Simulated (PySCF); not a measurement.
Compound: C5H7F3.
SMILES with atom numbers: `[F:1][CH2:2][C:3]([F:4])([F:5])[CH:6]1[CH2:7][CH2:8]1` (hydrogens: H9, H10 on C2; H11 on C6; H12, H13 on C7; H14, H15 on C8)

The same species was optimised twice, with GFN2-xTB and with PBE0-D3(BJ)/def2-SVP (PySCF), and the same property calculations (PySCF, gas phase) were run on both structures.

```tsv
coordinate	GFN2-xTB	PBE0-D3(BJ)/def2-SVP	change
C2–C3 (Å)	1.536	1.518	-0.018
C3–C6 (Å)	1.508	1.498	-0.010
C3–F5 (Å)	1.367	1.358	-0.009
C6–C7 (Å)	1.500	1.496	-0.004
C7–C8 (Å)	1.495	1.498	+0.003
C3–F4 (Å)	1.366	1.363	-0.003
F1–C2 (Å)	1.364	1.365	+0.001
C6–C8 (Å)	1.500	1.499	-0.001
F4–C3–F5 (°)	104.4	106.7	+2.3
F5–C3–C6 (°)	110.3	109.4	-0.9
F1–C2–C3 (°)	110.8	110.0	-0.8
F4–C3–C6 (°)	111.5	110.7	-0.8
C2–C3–C6 (°)	113.7	114.4	+0.7
C2–C3–F4 (°)	107.0	106.5	-0.5
C3–C6–C8 (°)	119.3	119.9	+0.6
C2–C3–F5 (°)	109.4	108.9	-0.5
F1–C2–C3–F4 (°)	-166	-175	-9
C2–C3–C6–C7 (°)	-157	-157	0
```

Rotational constants: A = 2776, B = 1690, C = 1402 MHz (GFN2-xTB) against A = 2916, B = 1640, C = 1416 MHz (PBE0-D3(BJ)/def2-SVP). Point groups within 0.08 Å: C1 and C1.

On the GFN2-xTB structure: HOMO (eV) -8.83 [PBE0/pcSseg-1]; LUMO (eV) 1.50 [PBE0/pcSseg-1]; dipole (D) 1.56 [PBE0/pcSseg-1]; GIAO shielding of F1 (ppm) 437.7 [PBE0/pcSseg-1]; GIAO shielding of C2 (ppm) 98.0 [PBE0/pcSseg-1]; GIAO shielding of C3 (ppm) 58.9 [PBE0/pcSseg-1]; GIAO shielding of F4/F5 (mean) (ppm) 305.2 [PBE0/pcSseg-1]; GIAO shielding of C6 (ppm) 171.8 [PBE0/pcSseg-1]; GIAO shielding of C7/C8 (mean) (ppm) 183.5 [PBE0/pcSseg-1].

**Question.** What do these properties become on the PBE0-D3(BJ)/def2-SVP structure?

**Answer.** 
```json
{"property": "HOMO (eV)", "level": "PBE0/pcSseg-1", "on GFN2-xTB": "-8.83", "on PBE0-D3(BJ)/def2-SVP": "-8.82", "change": "+0.01"}
{"property": "LUMO (eV)", "level": "PBE0/pcSseg-1", "on GFN2-xTB": "1.50", "on PBE0-D3(BJ)/def2-SVP": "1.46", "change": "-0.04"}
{"property": "dipole (D)", "level": "PBE0/pcSseg-1", "on GFN2-xTB": "1.56", "on PBE0-D3(BJ)/def2-SVP": "1.73", "change": "+0.17"}
{"property": "energy, GFN2-xTB geometry as zero (kcal/mol)", "level": "PBE0/pcSseg-1", "on GFN2-xTB": "0.0", "on PBE0-D3(BJ)/def2-SVP": "-0.8", "change": "-0.8"}
{"property": "GIAO shielding of F1 (ppm)", "level": "PBE0/pcSseg-1", "on GFN2-xTB": "437.7", "on PBE0-D3(BJ)/def2-SVP": "437.0", "change": "-0.7"}
{"property": "GIAO shielding of C2 (ppm)", "level": "PBE0/pcSseg-1", "on GFN2-xTB": "98.0", "on PBE0-D3(BJ)/def2-SVP": "99.3", "change": "+1.3"}
{"property": "GIAO shielding of C3 (ppm)", "level": "PBE0/pcSseg-1", "on GFN2-xTB": "58.9", "on PBE0-D3(BJ)/def2-SVP": "62.6", "change": "+3.7"}
{"property": "GIAO shielding of F4/F5 (mean) (ppm)", "level": "PBE0/pcSseg-1", "on GFN2-xTB": "305.2", "on PBE0-D3(BJ)/def2-SVP": "312.3", "change": "+7.1"}
{"property": "GIAO shielding of C6 (ppm)", "level": "PBE0/pcSseg-1", "on GFN2-xTB": "171.8", "on PBE0-D3(BJ)/def2-SVP": "171.1", "change": "-0.7"}
{"property": "GIAO shielding of C7/C8 (mean) (ppm)", "level": "PBE0/pcSseg-1", "on GFN2-xTB": "183.5", "on PBE0-D3(BJ)/def2-SVP": "181.6", "change": "-1.9"}
```

The heavy atoms differ by 0.070 Å rms after alignment. Among bonds between heavy atoms C2–C3 changes most (-0.018 Å). Changes are differences of the printed values. Neither structure is proved a minimum here.

Shape of the structure used: `[F:1][CH2:2][C:3]([F:4])([F:5])[CH:6]1[CH2:7][CH2:8]1`: F1–C2–C3–F4 -175°, C2–C3–C6–C7 -157°.
